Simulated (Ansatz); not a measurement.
Program: Ansatz. Geometries: PBE0-D4/def2-TZVP. ΔE: electronic, gas phase. CCSD(T)/CBS is the MP2 limit (def2-TZVPP, def2-QZVPP) plus CCSD(T) − MP2 in def2-TZVPP, frozen cores. This one scheme is used for every species. DFT in def2-TZVPP. B3LYP here is the variant with VWN-RPA as its local correlation; programs differ in this. One conformer a species, not always the lowest.

`F[C@@H]([SiH3])[C@@H](F)Cl` + `OB(S)S` → `[SiH3]OB(S)S` + `FCC(F)Cl`  (ligand exchange at the Si–C bond)

`F[C@@H]([SiH3])[C@@H](F)Cl`:

Cartesian coordinates in Å:
```
F -0.661 0.606 1.610
C -0.227 -0.223 0.591
Si -1.144 0.270 -1.017
C 1.271 -0.162 0.455
F 1.670 1.055 -0.007
Cl 2.093 -0.480 1.994
H -0.486 -1.255 0.860
H -2.578 -0.057 -0.828
H -0.965 1.715 -1.278
H -0.586 -0.541 -2.131
H 1.612 -0.927 -0.248
```

`OB(S)S`:

```xyz
7

O    -0.892   -1.065    0.411
B    -0.097   -0.050   -0.012
S    -0.671    1.091   -1.310
S     1.542    0.163    0.726
H    -1.746   -1.115   -0.026
H     0.427    1.859   -1.351
H     1.438   -0.883    1.563
```

`[SiH3]OB(S)S`:

Cartesian coordinates in Å:
```
Si 0.101 1.741 -0.542
O -0.026 0.419 0.441
B -0.059 -0.926 0.316
S 0.033 -1.702 -1.330
S -0.196 -1.982 1.785
H 0.078 1.332 -1.968
H 1.377 2.425 -0.227
H -1.043 2.633 -0.244
H -0.036 -2.970 -0.899
H -0.229 -0.970 2.668
```

`FCC(F)Cl`:

Z-matrix (Å, degrees):
```
C
C 1 1.507
F 1 1.374 2 109.0
H 1 1.093 2 109.7 3 119.4
H 1 1.092 2 109.8 3 -119.4
Cl 2 1.774 1 108.5 3 174.3
F 2 1.355 1 110.3 3 -65.7
H 2 1.091 1 112.4 3 55.5
```

```json
{"level": "PBE-D4", "ΔE (kcal/mol)": "-24.2", "difference from CCSD(T)/CBS": "4.0"}
{"level": "r2SCAN-D4", "ΔE (kcal/mol)": "-26.9", "difference from CCSD(T)/CBS": "1.3"}
{"level": "PBE0-D4", "ΔE (kcal/mol)": "-26.0", "difference from CCSD(T)/CBS": "2.2"}
{"level": "ωB97M-V", "ΔE (kcal/mol)": "-27.0", "difference from CCSD(T)/CBS": "1.2"}
{"level": "B3LYP", "ΔE (kcal/mol)": "-28.5", "difference from CCSD(T)/CBS": "-0.3"}
{"level": "MP2/def2-TZVPP", "ΔE (kcal/mol)": "-29.1", "difference from CCSD(T)/CBS": "-0.9"}
{"level": "CCSD(T)/def2-TZVPP", "ΔE (kcal/mol)": "-28.2", "difference from CCSD(T)/CBS": "0.0"}
{"level": "HF/def2-QZVPP", "ΔE (kcal/mol)": "-34.3", "difference from CCSD(T)/CBS": "-6.1"}
{"level": "HF/CBS(def2)", "ΔE (kcal/mol)": "-34.4", "difference from CCSD(T)/CBS": "-6.2"}
{"level": "MP2/CBS(def2)", "ΔE (kcal/mol)": "-29.1", "difference from CCSD(T)/CBS": "-0.9"}
{"level": "CCSD(T)/CBS", "ΔE (kcal/mol)": "-28.2", "difference from CCSD(T)/CBS": "0"}
```

Largest T1 diagnostic among the species: 0.013.

From PBE to PBE0 (25 % exact exchange), in def2-TZVPP and without D4, ΔE moves by −1.8 kcal/mol. In def2-TZVPP, CCSD(T) changes the Hartree–Fock value by +5.7 kcal/mol (the triples alone add +0.7 kcal/mol) and MP2 by +4.8 kcal/mol.
